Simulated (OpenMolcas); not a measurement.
**Levels of Cu6+ by method**

| Item | Value |
| --- | --- |
| Program | OpenMolcas 26.06 |
| Basis | ANO-R1 [5s3p2d1f] |
| Scalar Hamiltonian | X2C, finite nucleus |
| Active space | 5 electrons in 5 orbitals (3d) |
| State averaging | 2S+1 = 6 even, 1 root; 2S+1 = 4 even, 24 roots; 2S+1 = 2 even, 75 roots |
| Spin-orbit coupling | state interaction with AMFI integrals over the reference wave functions, term energies averaged over their components |

Methods on the same reference wave functions:
A. CASSCF
B. SS-CASPT2, IPEA 0.25 Eh, imaginary shift 0.1 Eh (closed shells correlated: 3s 3p)
C. MS-CASPT2, IPEA 0.25 Eh, imaginary shift 0.1 Eh (closed shells correlated: 3s 3p)

Energies in cm⁻¹ above 3d⁵ ⁶S_5/2, the measured ground level; measured values from the list in Gamrath, thesis, University of Mons (2023).

| Level | A | B | C | Measured |
| --- | --- | --- | --- | --- |
| 3d⁵ ⁶S_5/2 | 0.0 | 0.0 | 0.0 | 0.0 |
| 3d⁵ ⁴G_5/2 | 51681 | 49820 | 49820 |  |
| 3d⁵ ⁴G_7/2 | 51798 | 49960 | 49960 |  |
| 3d⁵ ⁴G_11/2 | 51829 | 50000 | 50000 |  |
| 3d⁵ ⁴G_9/2 | 51868 | 50040 | 50040 |  |
| 3d⁵ ⁴P_5/2 | 59144 | 54110 | 54110 | 50732 |
| 3d⁵ ⁴P_3/2 | 59453 | 54410 | 54410 | 51067 |
| 3d⁵ ⁴P_1/2 | 59828 | 54750 | 54750 | 51407 |
| 3d⁵ ⁴D_7/2 | 64242 | 59760 | 59760 | 55742 |
| 3d⁵ ⁴D_1/2 | 64616 | 60110 | 60110 | 56210 |
| 3d⁵ ⁴D_3/2 | 64903 | 60360 | 60360 | 56428 |
| 3d⁵ ⁴D_5/2 | 64954 | 60400 | 60400 | 56427 |
| 3d⁵ ²I_11/2 | 73741 | 72830 | 72830 | 67757 |
| 3d⁵ ²I_13/2 | 74019 | 73160 | 73160 | 67918 |
| 3d⁵ ²D_5/2(1) [60 %] | 81964 | 75710 | 75710 |  |
| 3d⁵ ²D_3/2(1) | 83557 | 77190 | 77190 | 72227 |
| 3d⁵ ²F_7/2(1) | 85591 | 79790 | 79790 | 74408 |
| 3d⁵ ⁴F_9/2 | 86476 | 81380 | 81380 | 75930 |
| 3d⁵ ⁴F_5/2 [64 %] | 86702 | 81380 | 81380 | 76019 |
| 3d⁵ ⁴F_7/2 | 86816 | 81650 | 81650 | 76349 |
| 3d⁵ ⁴F_3/2 | 87527 | 82230 | 82230 | 76886 |
| 3d⁵ ²H_9/2 [73 %] | 90414 | 86560 | 86560 | 80717 |
| 3d⁵ ²H_11/2 | 91401 | 87860 | 87860 | 81954 |
| 3d⁵ ²G_7/2(1) | 93743 | 88900 | 88900 | 82746 |

Deviations, from unrounded energies. A percentage is the sum of absolute deviations over the sum of measured energies, with the sign that they share, or ± where signs differ.

```
                        Against measurement  Levels      A     B     C
             mean absolute deviation (cm-1)      18   9200  4800  4800
other terms of the ground configuration (%)      18  +13.7  +7.1  +7.1
```

B, C lie about equally close to measurement and A furthest from it. The largest miss of C in the table is 3d⁵ ²G_7/2(1), by +6200 cm-1. The ranking rests on the paired levels alone, and a cruder setting can come out closer through cancelling errors.

Between B and C no level of the table moves by more than 5 cm-1.

The two smallest mean deviations differ by little beside CASPT2's spread within terms, so their order carries little weight.

From A to B the spin-free energies of the other terms of 3d⁵ shown, above ⁶S, scale by factors of 0.91 to 0.99.

The lowest spin-free term lies below A's lowest term by 0.204 hartree in B, 0.204 hartree in C.

CASPT2 does not keep the components of a term degenerate, so their means are used; among the terms shown or strongly mixed into the levels shown the widest spread is 640 cm-1 (3d⁵ ⁴F, C). The basis is small and was not contracted for so high a charge. Without dynamic correlation excited terms often stand tens of per cent too high (terms of higher spin than the ground term too low), and those without a measured partner can miss by more than the paired ones (holds for A). Some levels mix across a computed gap that differs much from the measured one, so their mixing is not that of the real levels (holds for A). Blocks of more than 70 roots (2S+1 = 2 even) ran without multistate coupling (holds for C). Measured partners are found by configuration, term and J. A level has none where our copy of the source lacks it or the pairing is in doubt (some pairs that miss far off the trend of their configuration count as doubtful), and it then counts in no deviation. Levels of configurations outside the active space are missing. The table leaves out levels that lie high or whose names do not pair safely across all columns.

A share in square brackets marks a mixed level and gives the weight of the term that names it, the lowest over the columns. A number in round brackets counts repeated terms of one configuration in the order of the reference energies.
